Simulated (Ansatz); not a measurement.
Reaction (formal loss of a carbene): `CCB(N)S` → `[CH2]` (triplet) + `CB(N)S`

Program: Ansatz. Geometries: PBE0-D4/def2-TZVP. ΔE: electronic, gas phase. CBS: MP2 limit from def2 TZ/QZ plus the TZ coupled-cluster correction, frozen cores. This one scheme is used for every species. DFT in def2-TZVPP. Triplets are unrestricted, without spin–orbit coupling. One conformer a species, not always the lowest.

`CCB(N)S`:

```xyz
13

C     1.429    0.808   -0.139
C     0.669   -0.462    0.221
B    -0.898   -0.399    0.050
N    -1.543    0.752   -0.408
S    -1.950   -1.844    0.447
H     2.506    0.691    0.004
H     1.272    1.086   -1.185
H     1.114    1.653    0.480
H     0.886   -0.744    1.259
H     1.042   -1.301   -0.378
H    -1.035    1.586   -0.646
H    -2.537    0.832   -0.530
H    -0.954   -2.658    0.823
```

`[CH2]` (triplet):

Z-matrix (Å, degrees):
```
C
H 1 1.079
H 1 1.079 2 134.9
```

`CB(N)S`:

Z-matrix (Å, degrees):
```
C
B 1 1.572
H 1 1.094 2 111.1
H 1 1.093 2 112.6 3 -121.0
H 1 1.094 2 111.0 3 118.0
N 2 1.397 1 121.6 3 121.6
S 2 1.828 1 116.8 3 -58.4
H 6 1.005 2 124.6 1 179.9
H 6 1.005 2 121.6 1 -0.1
H 7 1.343 2 98.6 1 -179.9
```

```tsv
level	ΔE (kJ/mol)
CAM-B3LYP	419.0
HF/def2-TZVPP	279.6
```

(1) What does CCSD(T)/CBS give? (An estimate is asked.)

(2) What do rigid-rotor, harmonic-oscillator terms from PBE0-D4/def2-TZVP frequencies (298.15 K, 1 bar) make of the CCSD(T)/CBS value? (An estimate is asked.)

Largest T1 diagnostic among the species: 0.011.

## Answers

(1) Ansatz gave: +429.6 kJ/mol. The listed levels differ from it by -10.6, -150.0 kJ/mol.

(2) Ansatz gave: ΔZPE = -30.9 kJ/mol, ΔH = +405.7 kJ/mol, ΔS = 173 J/(mol·K), ΔG = +354.3 kJ/mol. Open shells count their whole term as degenerate. Modes under 50 cm⁻¹ make the entropy rough.

From r2SCAN to r2SCAN0 (25 % exact exchange), in def2-TZVPP and without D4, ΔE moves by −3.4 kJ/mol. At CCSD(T), def2-SVP lies −15.9 kJ/mol from the extrapolated value and def2-TZVPP −11.1 kJ/mol. In def2-TZVPP, CCSD(T) changes the Hartree–Fock value by +138.9 kJ/mol (the triples alone add +11.4 kJ/mol) and MP2 by +151.7 kJ/mol.
